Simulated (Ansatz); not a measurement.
```xyz
9

S     0.0000    0.0000    1.0941
C     0.0000    1.1362   -0.0028
C     0.0000   -1.1362   -0.0028
C     0.0000    0.6551   -1.1680
C     0.0000   -0.6551   -1.1680
H     0.0000    2.1007    0.2697
H     0.0000   -2.1007    0.2697
H     0.0000    1.2195   -1.9980
H     0.0000   -1.2195   -1.9980
```

Basis set: 6-31G* (spherical functions). Left uncorrelated: 9 orbitals. Charge 0, multiplicity 1.

Computed with Ansatz (development build ahead of 0.2.0); each method stands on the lowest determinant of its kind that the runs found. Restricted open shells among the atoms or ions are ROHF, correlated in semicanonical orbitals with singles.

(1) Give the atomization energy at this shape (free ground-state atoms in the same class of orbitals less the molecule, no zero-point energy) of singlet C₄H₄S by RHF-MP2, RHF.

Results:

(1)

```json
{"method": "RHF-MP2", "atomization energy": "36.78 eV"}
{"method": "RHF", "atomization energy": "28.10 eV"}
```

Caution: no unrestricted run beside it, a lower state can exist; the shape is not the minimum.
